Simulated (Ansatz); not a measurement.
Job for Ansatz (an electronic-structure program): U-PBE0/def2-TZVPP on AlN+, 2S+1 = 4, a spin state set in the input, which need not be the lowest. Charge +1.

Ansatz 0.2 input:
```yaml
crystal:
  periodic: [false, false, false]
  atoms:
    - {symbol: N, position_ang: [0.00000000, 0.00000000, 0.00000000]}
    - {symbol: Al, position_ang: [0.00000000, 0.00000000, 1.82400000]}
basis:
  gaussian:
    orbitals: def2-TZVPP
hamiltonian:
  xc: {name: PBE0}
total_charge: 1
magnetization: {spin_polarized: true, initial_magnetization: 3}
relax: {f_tol: 0.002, max_steps: 120}
```

Task: Give the final energy of this run.

Result: -296.5838 hartree.
